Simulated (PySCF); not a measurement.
As (arsenic, neutral) across methods

[Ar] 3d10 4s2 4p3, high-spin 4S determinant. Computed with PySCF 2.14 in aug-cc-pVQZ-DK, with scalar relativity by spin-free X2C-1e.

```json
{"method": "LDA", "E (hartree)": "-2257.273", "mean ε 4s α (eV)": "-15.325", "mean ε 4s β (eV)": "-13.300", "mean ε 4p α (eV)": "-5.959", "Σ⟨r²⟩ (bohr²)": "40.60", "⟨S²⟩": "3.750"}
{"method": "PBE0", "E (hartree)": "-2260.447", "mean ε 4s α (eV)": "-17.250", "mean ε 4s β (eV)": "-13.889", "mean ε 4p α (eV)": "-7.095", "Σ⟨r²⟩ (bohr²)": "40.38", "⟨S²⟩": "3.751"}
{"method": "B3LYP", "E (hartree)": "-2260.760", "mean ε 4s α (eV)": "-16.757", "mean ε 4s β (eV)": "-14.035", "mean ε 4p α (eV)": "-6.698", "Σ⟨r²⟩ (bohr²)": "40.57", "⟨S²⟩": "3.750"}
{"method": "BHandHLYP", "E (hartree)": "-2260.689", "mean ε 4s α (eV)": "-19.042", "mean ε 4s β (eV)": "-15.072", "mean ε 4p α (eV)": "-7.952", "Σ⟨r²⟩ (bohr²)": "40.38", "⟨S²⟩": "3.751"}
{"method": "PBE", "E (hartree)": "-2260.407", "mean ε 4s α (eV)": "-15.199", "mean ε 4s β (eV)": "-12.894", "mean ε 4p α (eV)": "-5.917", "Σ⟨r²⟩ (bohr²)": "40.68", "⟨S²⟩": "3.751"}
{"method": "HSE06", "E (hartree)": "-2260.444", "mean ε 4s α (eV)": "-16.806", "mean ε 4s β (eV)": "-13.644", "mean ε 4p α (eV)": "-6.671", "Σ⟨r²⟩ (bohr²)": "40.44", "⟨S²⟩": "3.751"}
{"method": "r2SCAN", "E (hartree)": "-2260.698", "mean ε 4s α (eV)": "-16.009", "mean ε 4s β (eV)": "-12.911", "mean ε 4p α (eV)": "-6.306", "Σ⟨r²⟩ (bohr²)": "40.16", "⟨S²⟩": "3.751"}
{"method": "UHF", "E (hartree)": "-2259.01992", "mean ε 4s α (eV)": "-22.651", "mean ε 4s β (eV)": "-15.616", "mean ε 4p α (eV)": "-10.042", "Σ⟨r²⟩ (bohr²)": "40.64", "⟨S²⟩": "3.751"}
```

Question: Estimate the same row for MN15.

Answer: E (hartree) = -2262.209; mean ε 4s α (eV) = -17.608; mean ε 4s β (eV) = -14.442; mean ε 4p α (eV) = -7.591; Σ⟨r²⟩ (bohr²) = 40.44; ⟨S²⟩ = 3.751.
